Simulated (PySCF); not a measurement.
pentafluoroethane (C2HF5), singlet, at a GFN2-xTB geometry.

PySCF was given this input:
```python
from pyscf import gto, scf, dft

mol = gto.Mole()
mol.atom = '''
    F     1.25114414   -1.24842303    0.51110385
    C     0.93138618   -0.16986459   -0.21865181
    F     1.58780086    0.88349242    0.28892634
    C    -0.59588152    0.07932181   -0.14177913
    F    -1.02306334    0.27591217    1.09732193
    F    -0.92197346    1.14980742   -0.86849803
    F    -1.25576722   -0.96397798   -0.64820994
    H     1.24370323   -0.32804223   -1.26321175
'''
mol.basis = 'sto-3g'
mol.verbose = 4
mol.build()

mf = dft.RKS(mol)
mf.xc = 'camb3lyp'
mf.kernel()
```

### Question
What is the computed HOMO energy (CAMB3LYP/STO-3G in PySCF)?

### Answer
-6.33 eV

### Question
What Mulliken (on the basis functions themselves) charges in atom order does CAMB3LYP/STO-3G give?

### Answer
F1 -0.10, C2 0.13, F3 -0.10, C4 0.33, F5 -0.10, F6 -0.11, F7 -0.11, H8 0.08

### Question
Give the total energy at the level CAMB3LYP/STO-3G.

### Answer
-567.5715 Eh

### Question
Estimate the HOMO-LUMO gap that CAMB3LYP/STO-3G returns for this input.

### Answer
15.25 eV
